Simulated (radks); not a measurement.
Problem. The table gives one normalised radial function P(r) = r R(r) (large component) of Pr15+ in [Kr] 4d8 (r in bohr). Method: Dirac Kohn-Sham, BLYP, spin-unpolarised, spherical densities, finite nucleus; open shells fill j = l - 1/2 first; Fermi nuclear charge, rms radius 4.8919 fm; computed with a radial shooting solver on a logarithmic mesh with Libxc functionals.

r            P
0.0008493   0.0047
0.001237    0.0074
0.001802    0.0117
0.002603    0.0190
0.003791    0.0319
0.005521    0.0543
0.008042    0.0929
0.01162     0.1556
0.01692     0.2547
0.02465     0.3902
0.0359      0.5312
0.05186     0.5832
0.07554     0.3907
0.11       -0.1445
0.1602     -0.7545
0.2315     -0.7395
0.3372      0.2713
0.4911      1.3597
0.7153      1.2908
1.033       0.5182
1.505       0.0756
2.192       0.0028

Which n and l does it have? It may be an empty orbital.

Solution. n = 4, l = 1: the number of nodes gives n - l - 1 = 2, the rise at small r points to l (for j = l - 1/2 the large component starts outside the nucleus as r^gamma with gamma = sqrt(l^2 - (Z/c)^2) = 0.90 and the r^(l+1) term takes over further out; the orbital of l - 1 with the same j starts with the same power, but with a larger coefficient, and does not steepen), and the extent must fit the shell. The curve is that of 4p1/2; the two j differ most near the nucleus, where j = l - 1/2 has the larger amplitude, and in heavy atoms j = l - 1/2 is also the more compact. 4p1/2: eigenvalue -523.96 eV, 2 radial nodes at r = 0.101, 0.311 bohr, <r> = 0.616 bohr, 90 % of the charge inside 0.890 bohr.
